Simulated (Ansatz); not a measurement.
## Molecular dynamics of AlB$_{2}$H$_{7}$O$_{2}$Si

The input (input.yaml):

```yaml
crystal:
  periodic: [false, false, false]
  atoms:
    - { symbol: B, position_ang: [-2.079101, 0.840734, -0.666317] }
    - { symbol: B, position_ang: [-0.528879, 1.150292, -0.529975] }
    - { symbol: Si, position_ang: [0.790708, -0.283367, -0.178512] }
    - { symbol: O, position_ang: [0.475491, -1.70121, -1.125977] }
    - { symbol: O, position_ang: [2.387406, 0.117085, -0.691113] }
    - { symbol: Al, position_ang: [0.862078, -0.570864, 2.121187] }
    - { symbol: H, position_ang: [-2.587799, 0.685872, -1.714935] }
    - { symbol: H, position_ang: [-2.772756, 0.66494, 0.266959] }
    - { symbol: H, position_ang: [-0.083316, 2.236913, -0.511992] }
    - { symbol: H, position_ang: [-0.51627, -1.877295, -0.987764] }
    - { symbol: H, position_ang: [2.344992, 0.015129, -1.701997] }
    - { symbol: H, position_ang: [-0.000269, -1.621255, 2.76022] }
    - { symbol: H, position_ang: [1.728016, 0.308427, 2.975216] }
magnetization:
  spin_polarized: true
basis:
  gaussian: { orbitals: STO-3G }
hamiltonian:
  xc: pbe0
md:
  timestep: 0.5
  n_steps: 150
  ensemble: nve_milne
  temperature: 50.0
  initial_velocities: maxwell_boltzmann
  seed: 475043
  masses: [{ species: H, mass: 2.014 }]
```

Command:

```bash
$ ansatz run input.yaml --threads 1 --pin off --max-ram 2048MiB --backend cpu --events-out ev --progress --plain --runs-dir out
```

It starts from a relaxed structure.

Output, in part (one step line in 3, the closing report, with atoms numbered from 0):

```
md step     0: t =     0.00 fs  T =    50.0 K  F+E_penalty+E_count = -19776.90526239 eV  E_kin = 0.071093 eV  conserved = -19776.83416939 eV  (25 SCF iters)
md step     3: t =     1.50 fs  T =    45.0 K  F+E_penalty+E_count = -19776.89811268 eV  E_kin = 0.063939 eV  conserved = -19776.83417342 eV  (23 SCF iters)
md step     6: t =     3.00 fs  T =    36.9 K  F+E_penalty+E_count = -19776.88667233 eV  E_kin = 0.052500 eV  conserved = -19776.83417222 eV  (23 SCF iters)
md step     9: t =     4.50 fs  T =    34.8 K  F+E_penalty+E_count = -19776.88371973 eV  E_kin = 0.049550 eV  conserved = -19776.83416983 eV  (23 SCF iters)
md step    12: t =     6.00 fs  T =    35.7 K  F+E_penalty+E_count = -19776.88494712 eV  E_kin = 0.050779 eV  conserved = -19776.83416769 eV  (23 SCF iters)
md step    15: t =     7.50 fs  T =    31.8 K  F+E_penalty+E_count = -19776.87942562 eV  E_kin = 0.045257 eV  conserved = -19776.83416833 eV  (24 SCF iters)
md step    18: t =     9.00 fs  T =    26.0 K  F+E_penalty+E_count = -19776.87110418 eV  E_kin = 0.036934 eV  conserved = -19776.83417010 eV  (23 SCF iters)
md step    21: t =    10.50 fs  T =    25.7 K  F+E_penalty+E_count = -19776.87070729 eV  E_kin = 0.036535 eV  conserved = -19776.83417208 eV  (27 SCF iters)
md step    24: t =    12.00 fs  T =    28.7 K  F+E_penalty+E_count = -19776.87504584 eV  E_kin = 0.040873 eV  conserved = -19776.83417308 eV  (24 SCF iters)
md step    27: t =    13.50 fs  T =    29.6 K  F+E_penalty+E_count = -19776.87627518 eV  E_kin = 0.042102 eV  conserved = -19776.83417318 eV  (24 SCF iters)
md step    30: t =    15.00 fs  T =    29.9 K  F+E_penalty+E_count = -19776.87663608 eV  E_kin = 0.042464 eV  conserved = -19776.83417231 eV  (22 SCF iters)
md step    33: t =    16.50 fs  T =    32.3 K  F+E_penalty+E_count = -19776.88009499 eV  E_kin = 0.045924 eV  conserved = -19776.83417055 eV  (23 SCF iters)
md step    36: t =    18.00 fs  T =    34.1 K  F+E_penalty+E_count = -19776.88264245 eV  E_kin = 0.048473 eV  conserved = -19776.83416952 eV  (23 SCF iters)
md step    39: t =    19.50 fs  T =    32.1 K  F+E_penalty+E_count = -19776.87987922 eV  E_kin = 0.045710 eV  conserved = -19776.83416957 eV  (23 SCF iters)
md step    42: t =    21.00 fs  T =    30.3 K  F+E_penalty+E_count = -19776.87728743 eV  E_kin = 0.043117 eV  conserved = -19776.83417068 eV  (22 SCF iters)
md step    45: t =    22.50 fs  T =    32.4 K  F+E_penalty+E_count = -19776.88025826 eV  E_kin = 0.046086 eV  conserved = -19776.83417184 eV  (27 SCF iters)
md step    48: t =    24.00 fs  T =    33.4 K  F+E_penalty+E_count = -19776.88168212 eV  E_kin = 0.047510 eV  conserved = -19776.83417239 eV  (24 SCF iters)
md step    51: t =    25.50 fs  T =    29.7 K  F+E_penalty+E_count = -19776.87636299 eV  E_kin = 0.042190 eV  conserved = -19776.83417270 eV  (23 SCF iters)
md step    54: t =    27.00 fs  T =    26.8 K  F+E_penalty+E_count = -19776.87231791 eV  E_kin = 0.038146 eV  conserved = -19776.83417201 eV  (23 SCF iters)
md step    57: t =    28.50 fs  T =    29.0 K  F+E_penalty+E_count = -19776.87539308 eV  E_kin = 0.041222 eV  conserved = -19776.83417074 eV  (24 SCF iters)
md step    60: t =    30.00 fs  T =    30.3 K  F+E_penalty+E_count = -19776.87732234 eV  E_kin = 0.043153 eV  conserved = -19776.83416975 eV  (23 SCF iters)
md step    63: t =    31.50 fs  T =    24.9 K  F+E_penalty+E_count = -19776.86956457 eV  E_kin = 0.035394 eV  conserved = -19776.83417023 eV  (23 SCF iters)
md step    66: t =    33.00 fs  T =    18.5 K  F+E_penalty+E_count = -19776.86048488 eV  E_kin = 0.026313 eV  conserved = -19776.83417214 eV  (22 SCF iters)
md step    69: t =    34.50 fs  T =    19.5 K  F+E_penalty+E_count = -19776.86195580 eV  E_kin = 0.027783 eV  conserved = -19776.83417293 eV  (27 SCF iters)
md step    72: t =    36.00 fs  T =    23.5 K  F+E_penalty+E_count = -19776.86761750 eV  E_kin = 0.033445 eV  conserved = -19776.83417290 eV  (23 SCF iters)
md step    75: t =    37.50 fs  T =    22.9 K  F+E_penalty+E_count = -19776.86673656 eV  E_kin = 0.032564 eV  conserved = -19776.83417270 eV  (24 SCF iters)
md step    78: t =    39.00 fs  T =    20.9 K  F+E_penalty+E_count = -19776.86383698 eV  E_kin = 0.029665 eV  conserved = -19776.83417212 eV  (23 SCF iters)
md step    81: t =    40.50 fs  T =    23.4 K  F+E_penalty+E_count = -19776.86746875 eV  E_kin = 0.033298 eV  conserved = -19776.83417110 eV  (23 SCF iters)
md step    84: t =    42.00 fs  T =    27.8 K  F+E_penalty+E_count = -19776.87372698 eV  E_kin = 0.039556 eV  conserved = -19776.83417062 eV  (23 SCF iters)
md step    87: t =    43.50 fs  T =    27.7 K  F+E_penalty+E_count = -19776.87358533 eV  E_kin = 0.039414 eV  conserved = -19776.83417136 eV  (23 SCF iters)
md step    90: t =    45.00 fs  T =    25.1 K  F+E_penalty+E_count = -19776.86986705 eV  E_kin = 0.035694 eV  conserved = -19776.83417306 eV  (23 SCF iters)
md step    93: t =    46.50 fs  T =    25.7 K  F+E_penalty+E_count = -19776.87071792 eV  E_kin = 0.036544 eV  conserved = -19776.83417400 eV  (27 SCF iters)
md step    96: t =    48.00 fs  T =    26.7 K  F+E_penalty+E_count = -19776.87210346 eV  E_kin = 0.037929 eV  conserved = -19776.83417413 eV  (24 SCF iters)
md step    99: t =    49.50 fs  T =    23.5 K  F+E_penalty+E_count = -19776.86756025 eV  E_kin = 0.033387 eV  conserved = -19776.83417353 eV  (23 SCF iters)
md step   102: t =    51.00 fs  T =    20.2 K  F+E_penalty+E_count = -19776.86286262 eV  E_kin = 0.028690 eV  conserved = -19776.83417273 eV  (20 SCF iters)
md step   105: t =    52.50 fs  T =    22.0 K  F+E_penalty+E_count = -19776.86543833 eV  E_kin = 0.031267 eV  conserved = -19776.83417155 eV  (23 SCF iters)
md step   108: t =    54.00 fs  T =    25.6 K  F+E_penalty+E_count = -19776.87060043 eV  E_kin = 0.036430 eV  conserved = -19776.83417082 eV  (24 SCF iters)
md step   111: t =    55.50 fs  T =    24.8 K  F+E_penalty+E_count = -19776.86945238 eV  E_kin = 0.035281 eV  conserved = -19776.83417147 eV  (23 SCF iters)
md step   114: t =    57.00 fs  T =    22.0 K  F+E_penalty+E_count = -19776.86540486 eV  E_kin = 0.031232 eV  conserved = -19776.83417313 eV  (23 SCF iters)
md step   117: t =    58.50 fs  T =    23.0 K  F+E_penalty+E_count = -19776.86692725 eV  E_kin = 0.032753 eV  conserved = -19776.83417408 eV  (28 SCF iters)
md step   120: t =    60.00 fs  T =    24.7 K  F+E_penalty+E_count = -19776.86935180 eV  E_kin = 0.035178 eV  conserved = -19776.83417409 eV  (23 SCF iters)
md step   123: t =    61.50 fs  T =    22.1 K  F+E_penalty+E_count = -19776.86560645 eV  E_kin = 0.031432 eV  conserved = -19776.83417398 eV  (24 SCF iters)
md step   126: t =    63.00 fs  T =    19.3 K  F+E_penalty+E_count = -19776.86165524 eV  E_kin = 0.027482 eV  conserved = -19776.83417339 eV  (23 SCF iters)
md step   129: t =    64.50 fs  T =    21.4 K  F+E_penalty+E_count = -19776.86465713 eV  E_kin = 0.030485 eV  conserved = -19776.83417216 eV  (24 SCF iters)
md step   132: t =    66.00 fs  T =    24.8 K  F+E_penalty+E_count = -19776.86945291 eV  E_kin = 0.035282 eV  conserved = -19776.83417121 eV  (24 SCF iters)
md step   135: t =    67.50 fs  T =    24.0 K  F+E_penalty+E_count = -19776.86836509 eV  E_kin = 0.034194 eV  conserved = -19776.83417091 eV  (24 SCF iters)
md step   138: t =    69.00 fs  T =    22.6 K  F+E_penalty+E_count = -19776.86634482 eV  E_kin = 0.032173 eV  conserved = -19776.83417201 eV  (24 SCF iters)
md step   141: t =    70.50 fs  T =    25.9 K  F+E_penalty+E_count = -19776.87096455 eV  E_kin = 0.036792 eV  conserved = -19776.83417238 eV  (27 SCF iters)
md step   144: t =    72.00 fs  T =    28.8 K  F+E_penalty+E_count = -19776.87505813 eV  E_kin = 0.040886 eV  conserved = -19776.83417238 eV  (23 SCF iters)
md step   147: t =    73.50 fs  T =    25.3 K  F+E_penalty+E_count = -19776.87010307 eV  E_kin = 0.035930 eV  conserved = -19776.83417267 eV  (23 SCF iters)
md step   150: t =    75.00 fs  T =    20.3 K  F+E_penalty+E_count = -19776.86304611 eV  E_kin = 0.028873 eV  conserved = -19776.83417282 eV  (26 SCF iters)
Total energy: -19776.86306628 eV, -726.7863124464 hartree
Atom 0 at    -2.076297     0.891074    -0.649268 Å, force    -0.622137    -0.044507     0.500823 eV/Å
Atom 1 at    -0.526960     1.169197    -0.619242 Å, force     0.308231    -0.177973    -0.243669 eV/Å
Atom 2 at     0.775510    -0.270489    -0.157334 Å, force     0.186115    -0.093980    -0.398212 eV/Å
Atom 3 at     0.475001    -1.693408    -1.127352 Å, force    -0.647282    -0.034252     0.371222 eV/Å
Atom 4 at     2.380833     0.134930    -0.671909 Å, force    -0.185438    -0.025631     0.355461 eV/Å
Atom 5 at     0.870273    -0.611012     2.121728 Å, force     0.048889     0.076373     0.034036 eV/Å
Atom 6 at    -2.632589     0.511266    -1.611755 Å, force     0.058336     0.014635    -0.084234 eV/Å
Atom 7 at    -2.762858     0.947053     0.322023 Å, force     0.295241    -0.004781    -0.315334 eV/Å
Atom 8 at    -0.032321     2.199435    -0.879546 Å, force     0.015267     0.099891     0.098103 eV/Å
Atom 9 at    -0.448696    -2.028112    -0.805265 Å, force     0.677118     0.297636    -0.232820 eV/Å
Atom 10 at     2.355887     0.017149    -1.676910 Å, force    -0.081593    -0.023321    -0.227134 eV/Å
Atom 11 at     0.300611    -1.888526     2.661829 Å, force    -0.011148    -0.005045     0.114281 eV/Å
Atom 12 at     1.465463     0.437342     3.018754 Å, force    -0.041599    -0.079044     0.027478 eV/Å
Dipole moment:    -0.099248    -0.093084     0.260062 e Å
```

The run went to its last step. The conserved energy stayed within 0.00085 meV per atom of its start (net change -0.00031 meV per atom), so the integration is sound. The temperature averaged 0.48 of the 50 K drawn at the start: a run that starts near a minimum puts about half its kinetic energy into the potential. A run of 0.075 ps of so small a system gives no equilibrium averages. Limits of this set-up: minimal basis.

The same pairs are bonded in the first frame and the last. Pairs count as bonded within 1.25 times the sum of covalent radii (0.12 Å more for H–H).

Last frame:

```xyz
13
Properties=species:S:1:pos:R:3
B -2.076 0.891 -0.649
B -0.527 1.169 -0.619
Si 0.775 -0.271 -0.157
O 0.475 -1.693 -1.127
O 2.381 0.135 -0.672
Al 0.870 -0.611 2.122
H -2.633 0.511 -1.612
H -2.763 0.947 0.322
H -0.032 2.199 -0.879
H -0.449 -2.028 -0.805
H 2.356 0.017 -1.677
H 0.301 -1.889 2.662
H 1.466 0.437 3.019
```

The run took 13 min on 1 thread of Arm Neoverse V1, on a shared host, peak memory 0.17 GiB.
